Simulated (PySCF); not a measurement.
# A search over the determinants of VCl

Unrestricted PBE0; basis V def2-TZVPP, Cl def2-TZVPP; no relativity; PySCF 2.14. Outer shells of the fragments: V 3d3 4s2; Cl 3s2 3p5.

Followed along the bond (rough minima from three points):

```csv
2Ms+1,unpaired,⟨S²⟩ at the start,R at minimum (Å),Te (eV)
5,"σ ↑, π ↑, δ ↑↑",6.01,2.22,0.00
5,"σ ↑, π ↑↑, δ ↑",6.01,2.23,0.02
5,"π ↑↑, δ ↑↑",6.01,2.29,0.49
5,"σ ↑↑, δ ↑↑",6.01,2.25,0.65
3,"σ ↓, π ↑, δ ↑↑",2.93,2.21,0.84
3,δ ↑↑,2.83,2.19,1.02
```

Solutions found at the starting distance of 2.200 Å, counted from the lowest of them; the search is not exhaustive and high or unbound solutions are not listed, so other states can lie among these:

| 2Ms+1 | unpaired | term | E (eV) | ⟨S²⟩ | ⟨Lz²⟩ | μ (D) |
| --- | --- | --- | --- | --- | --- | --- |
| 5 | σ ↑, π ↑, δ ↑↑ | mixed | 0.00 | 6.01 | 1.32 | -4.52 |
| 5 | σ ↑, π ↑↑, δ ↑ | ⁵Δ | 0.02 | 6.01 | 4.00 | -4.40 |
| 5 | π ↑↑, δ ↑↑ | ⁵Σ⁺ | 0.53 | 6.01 | 0.00 | -5.59 |
| 5 | σ ↑↑, δ ↑↑ | ⁵Σ⁻ | 0.67 | 6.01 | 0.00 | -1.38 |
| 3 | σ ↓, π ↑, δ ↑↑ | mixed | 0.83 | 2.93 | 3.07 | -3.28 |
| 3 | δ ↑↑ | mixed | 1.02 | 2.83 | 0.00 | -1.81 |
| 5 | σ ↑↑, π ↑, δ ↑ | mixed | 1.08 | 6.01 | 5.01 | -1.67 |
| 3 | π ↑, δ ↑ | mixed | 1.21 | 2.65 | 5.90 | -3.51 |
| 3 | σ ↑, π ↓, δ ↑↑ | mixed | 1.24 | 3.01 | 1.10 | -4.82 |
| 3 | π ↑, δ ↑ | mixed | 1.30 | 2.65 | 5.12 | -2.87 |
| 1 | σ ↓, π ↑↑, δ ↓ | mixed | 1.43 | 2.00 | 4.00 | -4.52 |
| 1 | σ ↓, π ↑, δ ↑↓ | mixed | 1.46 | 2.00 | 8.83 | -4.13 |
| 1 | σ ↓, π ↑↓, δ ↑ | mixed | 1.56 | 2.00 | 6.03 | -3.65 |
| 1 | δ ↑↓ | mixed | 1.57 | 1.63 | 8.01 | -3.06 |

A term symbol is given only where ⟨S²⟩ and ⟨Lz²⟩ are close to those of a pure state; real π, δ and φ orbitals otherwise mix terms. A positive dipole means V(−)Cl(+).

With d or f electrons several states lie close, and the lowest PBE0 determinant need not be the measured ground state.
